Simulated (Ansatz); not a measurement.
```xyz
7

N     1.015   -0.379   -0.518
Si   -0.284    0.145    0.399
F     0.258    0.206    1.885
S    -1.625    1.605   -0.228
S    -2.244   -0.474    0.085
H     0.968   -0.515   -1.512
H     1.910   -0.588   -0.110
```

The species carries charge 0 and has multiplicity 1.

Question: List the ωB97M-V/def2-TZVPP orbital energies in eV (Ansatz). (Estimate.)

Answer: The calculation gave: Occupied: -2427.23, -2427.22, -1809.13, -677.95, -394.98, -221.15, -221.15, -164.31, -164.31, -164.17, -164.16, -164.05, -164.05, -149.97, -104.12, -104.11, -104.05, -36.55, -27.44, -25.07, -20.42, -18.43, -17.37, -16.34, -15.67, -15.27, -13.66, -12.04, -11.84, -11.61, -10.05, -8.54. Lowest empty: 0.22, 1.62, 2.75, 3.34, 3.45, 3.53, 4.48, 5.31.
